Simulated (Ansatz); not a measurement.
`C[SiH2]BN` and `NB[SiH2]N` differ in one atom or group.

Ansatz, PBE0-D4/def2-TZVP geometries, multiplicity 1. Each molecule was computed in one conformer, which needn't be the lowest.

```
                                        property  `C[SiH2]BN`
size of the dipole moment (B3LYP/def2-TZVPP) / D         1.98
             LUMO energy (B3LYP/def2-TZVPP) / eV        -0.66
              LUMO energy (PBE0/def2-TZVPP) / eV        -0.46
  zero-point energy (PBE0-D4/def2-TZVP) / kJ/mol        247.0
  size of the dipole moment (PBE/def2-TZVPP) / D         2.04
               LUMO energy (PBE/def2-TZVPP) / eV        -1.39
```

Question: What does the change do to each property? (An estimate is asked.)

Answer: Computed: 
```csv
property,`NB[SiH2]N`,shift
size of the dipole moment (B3LYP/def2-TZVPP) / D,2.28,0.30
LUMO energy (B3LYP/def2-TZVPP) / eV,-0.78,-0.12
LUMO energy (PBE0/def2-TZVPP) / eV,-0.58,-0.12
zero-point energy (PBE0-D4/def2-TZVP) / kJ/mol,218.5,-28.5
size of the dipole moment (PBE/def2-TZVPP) / D,2.28,0.24
LUMO energy (PBE/def2-TZVPP) / eV,-1.48,-0.09
```

With PBE0 the HOMO rises by 0.93 eV and the LUMO falls by 0.12 eV, so the gap narrows by about 1.05 eV. PBE moves the HOMO by 1.02 eV and ωB97M-V by 0.86 eV. The zero-point energy changes by -28.5 kJ/mol with -3 modes. Dipoles are sizes alone; their direction can turn.

B3LYP here is the variant with VWN-RPA as its local correlation; programs differ in this.
